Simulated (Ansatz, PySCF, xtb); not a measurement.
Energy difference R1 → P1 + P2, each structure at its B3LYP-D3(BJ)/def2-TZVP stationary point, reached from a drawn start (curvature not checked).
R1, Cl3Tl (SMILES [Cl][Tl]([Cl])[Cl]) (charge 0, multiplicity 1):
```csv
atom,x (Å),y (Å),z (Å)
Tl,0.0001,0.0000,0.0000
Cl,2.3838,0.0000,0.0000
Cl,-1.1919,2.0642,0.0000
Cl,-1.1919,-2.0642,0.0000
```
P1, ClTl (SMILES [Cl][Tl]) (charge 0, multiplicity 1):
```xyz
2

Tl     0.0000     0.0000    -1.2662
Cl     0.0000     0.0000     1.2662
```
P2: Cl2 (SMILES ClCl), charge 0, multiplicity 1.

P less R. No zero-point or thermal terms; no spin–orbit coupling.

Codes used: Ansatz (an electronic-structure program); PySCF for the D3/D4 terms; xtb for the GFN methods. No computed number here is a measurement. Elements past Kr take the def2 small-core potentials, without spin–orbit coupling.

### Question
One of these levels gives -0.099 eV for the reaction energy. Which?
(A) BHLYP/def2-TZVPP
(B) GFN2-xTB
(C) revPBE/def2-TZVPP
(D) r2SCAN-D4/def2-TZVPP

### Answer
B, GFN2-xTB. The others give 1.076 (revPBE/def2-TZVPP), 1.521 (r2SCAN-D4/def2-TZVPP), 1.304 (BHLYP/def2-TZVPP)
